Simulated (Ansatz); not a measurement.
Which isomer of AlFH2NSi gives these data?

These gas-phase data were calculated for one isomer of AlFH2NSi at B3LYP-D3(BJ)/def2-SVP (harmonic, unscaled wavenumbers; equilibrium rotational constants with average atomic masses):

* rotational constants: 19.22, 1.861, 1.719 GHz
* all wavenumbers above 1500 cm⁻¹: 2003, 1939

Candidates:

(1) `[F][AlH][N]=[SiH]`, a doublet
(2) `[F][Al][NH][SiH]`, a doublet

**Question.** Which candidate do the data belong to?

**Answer.** Candidate (1). No mode falls between 3250 and 3800 cm⁻¹, where the N–H stretch of (2) would stand.

The same quantities for all candidates:

```tsv
	rotational constants (GHz)	wavenumbers above 1500 cm⁻¹	E above the lowest, B3LYP-D3(BJ)/def2-SVP (kcal/mol)
(1)	19.22, 1.861, 1.719	2003, 1939	2.3
(2)	29.81, 1.815, 1.711	3500, 1977	0.0
```

Each candidate is one conformer. Open shells are spin-unrestricted. Programs: Ansatz 0.2.0.
